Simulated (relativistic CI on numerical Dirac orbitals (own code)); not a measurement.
**d2 in a ligand field**

Computed with a parametric ligand-field model of a d^n configuration (Racah B and C, spin-orbit zeta, crystal field), exact diagonalisation.

Field parameters in Wybourne normalisation: Td as Oh with Dq negative (B⁴₀ = 21Dq, B⁴₄ = √(5/14) B⁴₀). The field is a parameter set, without covalency.

B = 580 cm⁻¹, C = 2260 cm⁻¹ (C/B = 3.90), Td, no spin-orbit coupling. Tanabe-Sugano data, E/B above the lowest term (Δ = |10Dq|; b, c mark the second and third term of a kind):

```csv
Δ/B,3A2,3T2,3T1,1E,1T2,1A1
1.0,0.00,1.00,1.79,13.52,14.19,20.56
2.8,0.00,2.79,4.93,14.31,16.53,21.78
4.6,0.00,4.60,8.02,14.73,18.74,22.84
6.4,0.00,6.40,10.96,14.97,20.82,23.73
8.2,0.00,8.21,13.80,15.13,22.84,24.49
10.0,0.00,10.00,16.48,15.24,24.79,25.14
11.8,0.00,11.79,19.03,15.31,26.71,25.69
13.6,0.00,13.60,21.48,15.37,28.62,26.17
15.4,0.00,15.40,23.80,15.42,30.49,26.58
17.2,0.00,17.21,26.04,15.46,32.36,26.95
19.0,0.00,19.00,28.19,15.49,34.21,27.26
20.8,0.00,20.79,30.28,15.51,36.05,27.54
```

The ground term stays 3A2.
